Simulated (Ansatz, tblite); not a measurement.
Cost and result up the ladder for SiEt3(NCO) (C₇H₁₅NOSi) (25 atoms). Total charge 0; singlet. Geometry: PBE-D4/def2-SVP.

Cartesian coordinates in Å:
```
Si -0.002 -0.074 0.056
C 0.646 -1.556 -0.926
C 2.055 -1.380 -1.509
H -0.085 -1.765 -1.737
H 0.606 -2.442 -0.253
H 2.371 -2.263 -2.101
H 2.107 -0.497 -2.178
H 2.815 -1.231 -0.714
C 1.117 0.332 1.527
C 0.736 1.601 2.300
H 2.159 0.411 1.144
H 1.114 -0.556 2.199
H 1.442 1.809 3.130
H 0.732 2.491 1.637
H -0.278 1.523 2.746
C -1.798 -0.326 0.594
C -2.798 -0.515 -0.555
H -2.087 0.549 1.217
H -1.818 -1.201 1.282
H -3.838 -0.629 -0.186
H -2.785 0.353 -1.246
H -2.566 -1.417 -1.159
N 0.031 1.315 -1.017
C 0.051 2.267 -1.760
O 0.072 3.202 -2.489
```

Ansatz on 2 threads of AMD EPYC 7R13 on a shared host and a share (18 GiB) of an NVIDIA H100 80GB HBM3; xTB runs through tblite on one thread. Times are rough, summed over both states, and most runs start from the orbitals of an earlier one. PBE0-D4/def2-TZVP serves as the yardstick here, not as an exact answer. The other state is a doublet.

The xTB rows come from tblite. Single mean-field runs in def2-TZVP are fitted with def2-universal-jkfit.

Run but left out: PBE-D4/def2-TZVP (charge +1 doublet: an occupied level 0.18 eV above an empty one).

Raw xTB energies of ions are shifted by several eV.

```json
{"level": "GFN2-xTB", "functions": "60", "wall time": "0.035 s"}
{"level": "GFN1-xTB", "functions": "75", "wall time": "0.055 s"}
{"level": "r2SCANh-D4/def2-TZVP", "functions": "406", "wall time": "19 s"}
{"level": "PBE0-D4/def2-TZVP", "functions": "406", "wall time": "25 s"}
```

**Question.** Estimate what each level gives for the vertical IE (eV).

**Answer.** 
| level | vertical IE (eV) | difference from PBE0-D4/def2-TZVP (eV) |
| --- | --- | --- |
| GFN2-xTB | 13.00 | 3.55 |
| GFN1-xTB | 13.85 | 4.40 |
| r2SCANh-D4/def2-TZVP | 9.30 | -0.16 |
| PBE0-D4/def2-TZVP | 9.45 | 0.00 |
